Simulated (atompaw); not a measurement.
**An all-electron radial function and its pseudo partner (gallium)**

Columns: radius, all-electron u(r) and pseudo u(r) of the 4p shell (level -9.30 eV) of gallium in the configuration [Ar] 3d10 4s2 4p0; LDA (PW92), scalar-relativistic, PAW (atompaw) scheme, atompaw 4.2.0.5.

```
r (bohr)  all-electron  pseudo
   0.088        0.1432  0.0034
   0.177        0.0978  0.0135
   0.265       -0.0558  0.0298
   0.354       -0.1857  0.0523
   0.442       -0.2486  0.0799
   0.531       -0.2513  0.1124
   0.619       -0.2112  0.1482
   0.708       -0.1448  0.1872
   0.796       -0.0661  0.2277
   0.885        0.0182  0.2696
   0.973        0.1008  0.3111
   1.062        0.1803  0.3522
   1.150        0.2531  0.3914
   1.238        0.3192  0.4285
   1.327        0.3790  0.4634
   1.415        0.4310  0.4950
   1.504        0.4766  0.5238
   1.592        0.5151  0.5489
   1.681        0.5479  0.5710
   1.769        0.5746  0.5896
   1.858        0.5962  0.6052
   1.946        0.6128  0.6176
   2.035        0.6252  0.6273
   2.123        0.6334  0.6341
   2.212        0.6381  0.6382
   2.300        0.6395  0.6395
```

**Question.** How many radial nodes do the two functions have?

**Answer.** The all-electron 4p function has n − l − 1 = 2; the pseudo-wave has 0, since the states of the same l below it are removed with the core.

**Question.** Is the pseudo-wave norm-conserving?

**Answer.** No, it belongs to a PAW set: the norm inside the radius is not constrained, and the difference is carried by the augmentation charge.
